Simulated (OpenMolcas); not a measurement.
## Computed levels of W

```json
{"Program": "OpenMolcas 26.06", "Method": "CASSCF", "Basis": "ANO-RCC-VTZP [8s7p5d3f2g1h]", "Scalar Hamiltonian": "DKH2, point nucleus", "Active space": "4 electrons in 5 orbitals (5d)", "State averaging": "2S+1 = 5 even, 5 roots; 2S+1 = 3 even, 45 roots; 2S+1 = 1 even, 50 roots (49 in the spin-orbit step)", "Spin-orbit coupling": "RASSI with atomic mean-field integrals over the reference wave functions, term energies averaged over their components"}
```

Spin-free terms above the lowest, with the occupations of the reference:

```tsv
Configuration	Term	E (cm-1)	Occupations
5d4 6s2	5D	0.0	5d 4.00
5d4 6s2	3H	13278	5d 4.00
5d4 6s2	3P(1)	14892	5d 4.00
5d4 6s2	3F(1)	15231	5d 4.00
5d4 6s2	3G	16565	5d 4.00
5d4 6s2	1I	19848	5d 4.00
5d4 6s2	1G(1)	20996	5d 4.00
5d4 6s2	3D	21167	5d 4.00
5d4 6s2	1S	24337	5d 4.00
5d4 6s2	1D(1)	25815	5d 4.00
5d4 6s2	1F	29598	5d 4.00
5d4 6s2	3F(2)	34899	5d 4.00
5d4 6s2	3P(2)	35239	5d 4.00
5d4 6s2	1G(2)	39389	5d 4.00
```

With spin-orbit coupling, above the lowest level:

| Configuration | Term | J | E (cm-1) | Measured (cm-1) | g | Term weight % | Second |
| --- | --- | --- | --- | --- | --- | --- | --- |
| 5d4 6s2 | 5D | 0 | 0.0 | 0.0 |  | 84 | 14 3P(1) |
| 5d4 6s2 | 5D | 1 | 1445 | 1670 | 1.500 | 92 | 7 3P(1) |
| 5d4 6s2 | 5D | 2 | 3200 | 3326 | 1.493 | 96 |  |
| 5d4 6s2 | 5D | 3 | 4940 | 4830 | 1.486 | 96 | 3 3F(1) |
| 5d4 6s2 | 5D | 4 | 6572 | 6219 | 1.474 | 90 | 9 3F(1) |
| 5d4 6s2 | 3P(1) | 0 | 13787 | 9258 |  | 74 | 15 5D |
| 5d4 6s2 | 3H | 4 | 14916 |  | 0.905 | 66 | 14 3G |
| 5d4 6s2 | 3H | 5 | 17556 |  | 1.061 | 84 | 16 3G |
| 5d4 6s2 | 3G | 3 | 17949 |  | 0.899 | 58 | 37 3F(1) |
| 5d4 6s2 | 3P(1) | 1 | 18003 | 13307 | 1.448 | 89 | 6 5D |
| 5d4 6s2 | 3F(1) | 2 | 18716 |  | 0.724 | 86 | 9 1D(1) |
| 5d4 6s2 | 3H | 6 | 18958 |  | 1.143 | 85 | 15 1I |
| 5d4 6s2 | 3F(1) | 4 | 20457 |  | 1.093 | 42 | 27 3G |
| 5d4 6s2 | 3P(1) | 2 | 22412 | 19254 | 1.398 | 71 | 26 3D |
| 5d4 6s2 | 3G | 4 | 22470 |  | 1.086 | 48 | 28 1G(1) |
| 5d4 6s2 | 3F(1) | 3 | 23082 |  | 0.966 | 60 | 36 3G |
| 5d4 6s2 | 3G | 5 | 24788 |  | 1.173 | 84 | 16 3H |
| 5d4 6s2 | 3D | 3 | 25675 |  | 1.292 | 86 | 6 1F |
| 5d4 6s2 | 1I | 6 | 26669 |  | 1.024 | 85 | 15 3H |
| 5d4 6s2 | 3D | 2 | 26711 |  | 1.166 | 48 | 20 1D(1) |
| 5d4 6s2 | 3D | 1 | 27858 |  | 0.561 | 94 | 4 3P(1) |
| 5d4 6s2 | 1G(1) | 4 | 30338 |  | 1.049 | 61 | 19 3F(1) |
| 5d4 6s2 | 1S | 0 | 31847 |  |  | 85 | 12 3P(1) |
| 5d4 6s2 | 1D(1) | 2 | 33143 |  | 1.059 | 57 | 17 3D |
| 5d4 6s2 | 1F | 3 | 35377 |  | 1.034 | 77 | 10 3D |
| 5d4 6s2 | 3P(2) | 2 | 39548 |  | 1.422 | 87 | 5 3F(2) |
| 5d4 6s2 | 3F(2) | 4 | 40491 |  | 1.218 | 84 | 11 1G(2) |
| 5d4 6s2 | 3F(2) | 2 | 41736 |  | 0.740 | 83 | 8 1D(1) |
| 5d4 6s2 | 3F(2) | 3 | 42355 |  | 1.074 | 85 | 14 1F |
| 5d4 6s2 | 3P(2) | 1 | 43368 |  | 1.493 | 99 |  |
| 5d4 6s2 | 3P(2) | 0 | 45966 |  |  | 96 | 3 1S |
| 5d4 6s2 | 1G(2) | 4 | 46108 |  | 1.028 | 88 | 11 3F(2) |

Against the 7 measured excited levels shown (NIST Handbook of Basic Atomic Spectroscopic Data) the mean absolute deviation is 1900 cm-1; the largest miss in energy is 5d4 6s2 3P1(1): computed 18003, measured 13307 cm-1 (+35.3 %), and the largest in proportion 5d4 6s2 3P0(1) [74 %] (+48.9 %).

Spin-orbit coupling puts the lowest level 5692 cm-1 below the lowest spin-free term.

A least-squares Racah fit to the terms below 60000 cm-1, each weighted by 2L + 1 and with a free common offset, gives B = 650 cm-1 and C = 2625 cm-1 (C/B = 4.04), with an rms deviation of 76 cm-1.

For 5D the intervals divided by the larger J are 1444.7, 877.8, 580.0, 408.0 cm-1. Landé's interval rule makes them equal in pure LS coupling; they differ by 125 % of their mean. The multiplet is regular.

Some high roots are left out of the spin-orbit mixing, which shifts the levels that they would mix with. Without dynamic correlation excited terms often stand tens of per cent too high (terms of higher spin than the ground term too low), and those without a measured partner can miss by more than the paired ones. Some levels mix across a computed gap that differs much from the measured one, so their mixing is not that of the real levels. With the s shell closed, the reference lacks s² → p², s² → d² and s → d mixing, so excited terms can stand far too high and out of order, with CASPT2 too. Measured partners are found by configuration, term and J. A level has none where our copy of the source lacks it or the pairing is in doubt (some pairs that miss far off the trend of their configuration count as doubtful), and it then counts in no deviation. Only configurations of the active space appear. The first state left out of the spin-orbit step lies near 68000 cm-1 above the lowest spin-free state of the reference (among the parities and spins computed), and the list stops at four fifths of that energy or lower.

The term weight is that of the spin-free term in the level, not the purity of its configuration. A share in square brackets marks a mixed level and gives the weight of the term that names it. A number in round brackets counts repeated terms of one configuration in the order of the reference energies.
